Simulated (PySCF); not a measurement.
tin monoxide (OSn), SMILES [O]=[Sn] (connectivity only; charge and spin as stated), neutral, multiplicity 1. Atoms are numbered in the order given.

```xyz
2

Sn     0.0000     0.0000    -0.2549
O      0.0000     0.0000     1.5931
```
Charge 0, spin multiplicity 1.

Geometry: PBE-D3(BJ)/def2-TZVP. The def2 effective core potentials stand for the cores of Sn; spin–orbit coupling is left out.

Method: PBE/def2-TZVPD run with PySCF.

The total energy is -289.48761 hartree. The point group is C∞v and the highest occupied level is -6.50 eV. The lowest empty level is -3.08 eV and the orbital gap comes out as 3.42 eV. The dipole moment comes out as 4.07 D. The quadrupole, principal values (traceless, Buckingham form, about the centre of nuclear charge) comes out as -9.42, 4.71, 4.71 D·Å and the mean static polarisability is 44.3 bohr³ (6.57 Å³). The polarisability, principal values comes out as 38.1, 38.1, 56.8 bohr³.
